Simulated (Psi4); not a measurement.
C$_{3}$H$_{3}$ (SMILES [C]#CC), doublet (typed; the unrestricted solution is spin-contaminated), geometry from GFN2-xTB; Psi4 with MP2/6-31G.

Here is a job for Psi4.
```
memory 2 GB

molecule {
0 2
C     0.00175930   -0.00079138    0.33446282
C     0.00804284   -0.00361788    1.52903105
C    -0.00590540    0.00265640   -1.12268107
H     0.03996787    1.03022063   -1.47944750
H     0.85747672   -0.55120368   -1.48748952
H    -0.92082503   -0.46849982   -1.47793980
}

set {
  basis 6-31g
  reference uhf
}

energy('mp2')
print_variables()
```

It wrote (shortened):

```
    SCF Algorithm Type (re)set to DF.

   => Loading Basis Set <=

    Name: 6-31G
    Role: ORBITAL
    Keyword: BASIS

         ---------------------------------------------------------
                                   SCF
               by Justin Turney, Rob Parrish, Andy Simmonett
                          and Daniel G. A. Smith
                              UHF Reference
         ---------------------------------------------------------

  ==> Geometry <==

    Molecular point group: c1
    Full point group: C1

    Geometry (in Angstrom), charge = 0, multiplicity = 2:

       Center              X                  Y                   Z               Mass
    ------------   -----------------  -----------------  -----------------  -----------------
         C            0.001164850448    -0.000523979593     0.221451473248    12.000000000000
         C            0.007448390448    -0.003350479593     1.416019703248    12.000000000000
         C           -0.006499849552     0.002923800407    -1.235692416752    12.000000000000
         H            0.039373420448     1.030488030407    -1.592458846752     1.007825032230
         H            0.856882270448    -0.550936279593    -1.600500866752     1.007825032230
         H           -0.921419479552    -0.468232419593    -1.590951146752     1.007825032230

  Running in c1 symmetry.

  Rotational constants: A =      5.27776  B =      0.32257  C =      0.32257 [cm^-1]
  Rotational constants: A = 158223.25630  B =   9670.45916  C =   9670.45916 [MHz]
  Nuclear repulsion =   53.404329679077385

  Charge       = 0
  Multiplicity = 2
  Electrons    = 21
  Nalpha       = 11
  Nbeta        = 10

  ==> Algorithm <==

  SCF Algorithm Type is DF.
  DIIS enabled.
  MOM disabled.
  Fractional occupation disabled.
  Guess Type is SAD.
  Energy threshold   = 1.00e-08
  Density threshold  = 1.00e-08
  Integral threshold = 1.00e-12

  ==> Primary Basis <==

  Basis Set: 6-31G
    Blend: 6-31G
    Number of shells: 21
    Number of basis functions: 33
    Number of Cartesian functions: 33
    Spherical Harmonics?: false
    Max angular momentum: 1

   => Loading Basis Set <=

    Name: (6-31G AUX)
    Role: JKFIT
    Keyword: DF_BASIS_SCF

  ==> Integral Setup <==

  SCF_SUBTYPE=INCORE selected. In-core MEM_DF algorithm will be used.
  Using in-core AOs.

  ==> MemDFJK: Density-Fitted J/K Matrices <==

    J tasked:                   Yes
    K tasked:                   Yes
    wK tasked:                   No
[...]
  @DF-UHF Final Energy:  -115.15501481257827
    Total Energy =                       -115.1550148125782727
[...]
 Magnitude           :                                                    0.5055311

 ------------------------------------------------------------------------------------

  //>>>>>>>>>>>>>>>>>>>>>>>>>>>>>>>>>>>//
  //               DFMP2               //
  //<<<<<<<<<<<<<<<<<<<<<<<<<<<<<<<<<<<//

   => Loading Basis Set <=

    Name: (6-31G AUX)
    Role: RIFIT
    Keyword: DF_BASIS_MP2

	 --------------------------------------------------------
	                          DF-MP2
	      2nd-Order Density-Fitted Moller-Plesset Theory

	        Rob Parrish, Justin Turney, Andy Simmonett,
	           Ed Hohenstein, and C. David Sherrill
	 --------------------------------------------------------

	 --------------------------------------------------------
	                 NBF =    33, NAUX =   210
	 --------------------------------------------------------
	   CLASS    FOCC     OCC    AOCC    AVIR     VIR    FVIR
	   ALPHA       0      11      11      22      22       0
	    BETA       0      10      10      23      23       0
	 --------------------------------------------------------

	-----------------------------------------------------------
	 ==================> DF-MP2 Energies <====================
	-----------------------------------------------------------
	 Reference Energy          =    -115.1550148125782727 [Eh]
	 Singles Energy            =      -0.0000000000000000 [Eh]
	 Same-Spin Energy          =      -0.0540715956060820 [Eh]
	 Opposite-Spin Energy      =      -0.1687465115597962 [Eh]
	 Correlation Energy        =      -0.2228181071658782 [Eh]
	 Total Energy              =    -115.3778329197441508 [Eh]
	-----------------------------------------------------------
	 ================> DF-SCS-MP2 Energies <==================
	-----------------------------------------------------------
	 SCS Same-Spin Scale       =       0.3333333333333333 [-]
	 SCS Opposite-Spin Scale   =       1.2000000000000000 [-]
	 SCS Same-Spin Energy      =      -0.0180238652020273 [Eh]
	 SCS Opposite-Spin Energy  =      -0.2024958138717554 [Eh]
	 SCS Correlation Energy    =      -0.2205196790737827 [Eh]
	 SCS Total Energy          =    -115.3755344916520613 [Eh]
	-----------------------------------------------------------

  Variable Map:
  ----------------------------------------------------------------------------
[...]
  Array Variable Map:
  ----------------------------------------------------------------------------
[...]
[...]
```
